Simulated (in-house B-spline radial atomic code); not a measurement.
Configurations of the ytterbium ion Yb⁸⁺, with energies counted from [Kr] 4d10 4f12 5s2 5p2. Method: Dirac-Hartree-Fock, average of configuration, Fermi nucleus of rms radius 5.3108 fm. Calculated with a radial B-spline atomic code at the basis-set limit. Energies include first-order Breit, QED and recoil terms.

Occupations are held fixed; configurations that lie above the ionisation limit could autoionise.

```tsv
configuration	E - E(ref) (eV)	highest orbital	its <r> (bohr)
[Kr] 4d10 4f11 5s2 5p2 5d1	36.447	5d5/2	1.513
[Kr] 4d10 4f11 5s2 5p2 6s1	54.9	6s1/2	2.169
[Kr] 4d10 4f11 5s2 5p2 7s1	89.568	7s1/2	3.553
[Kr] 4d10 4f11 5s2 5p2 7d1	103.47	7d5/2	4.519
[Kr] 4d10 4f11 5s2 5p2 8d1	114.74	8d5/2	6.489
[Kr] 4d10 4f11 5s2 5p2 7g1	119.05	7g7/2	6.868
[Kr] 4d10 4f12 5s2 5p1 8d1	120.42	8d5/2	6.524
[Kr] 4d10 4f12 5s2 5p1 9s1	122.32	9s1/2	7.333
[Kr] 4d9 4f12 5s2 5p2 7g1	309.96	7g7/2	6.864
```

Problem. Order these further configurations by energy, lowest first.
A. [Kr] 4d10 4f11 5s2 5p2 6g1
B. [Kr] 4d9 4f12 5s2 5p3
C. [Kr] 4d9 4f12 5s2 5p2 6g1
D. [Kr] 4d9 4f12 5s2 5p2 6s1
E. [Kr] 4d10 4f12 5s2 5p1 8s1

Solution. A (110.8 eV), E (112.5 eV), B (182.33 eV), D (245.72 eV), C (301.71 eV).

Problem. How far above the reference does [Kr] 4d9 4f12 5s2 5p2 9s1 lie?

Solution. 307.59 eV; its least bound orbital is 9s1/2 with <r> = 7.299 bohr.

Problem. How far above the reference does [Kr] 4d10 4f11 5s2 5p2 9d1 lie?

Solution. 121.67 eV; its least bound orbital is 9d5/2 with <r> = 8.791 bohr.

Problem. How far above the reference does [Kr] 4d10 4f12 5s2 5p1 9d1 lie?

Solution. 127.28 eV; its least bound orbital is 9d5/2 with <r> = 8.831 bohr.
